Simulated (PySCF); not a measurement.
Sb(Cl)2(Et) (C2H5Cl2Sb), SMILES [Cl][Sb]([CH2]C)[Cl]. The structure is a stationary point at PBE-D3(BJ)/def2-SVP. The structure was generated by enumeration; whether it is a known compound was not checked. The def2 effective core potentials stand for the cores of Sb; spin–orbit coupling is left out. Other conformers were not sampled.

Computed equilibrium geometry at PBE-D3(BJ)/def2-SVP (PySCF confirms it by a frequency run) as bond lengths and angles (one conformer of several):
Atoms: Sb1 Cl2 Cl3 C4 C5 H6 H7 H8 H9 H10. Bonded distances (Å): Sb1–Cl2 2.407, Sb1–Cl3 2.403, Sb1–C4 2.199, C4–C5 1.525, C4–H6 1.111, C4–H7 1.109, C5–H8 1.109, C5–H9 1.110, C5–H10 1.110. Bond angles (°): Cl2–Sb1–Cl3 100.6, Cl2–Sb1–C4 92.9, Cl3–Sb1–C4 93.2, Sb1–C4–C5 112.9, Sb1–C4–H6 105.6, Sb1–C4–H7 104.3, C5–C4–H6 112.9, C5–C4–H7 112.8, H6–C4–H7 107.6, C4–C5–H8 111.0, C4–C5–H9 112.4, C4–C5–H10 111.0, H8–C5–H9 107.8, H8–C5–H10 107.5, H9–C5–H10 107.0.
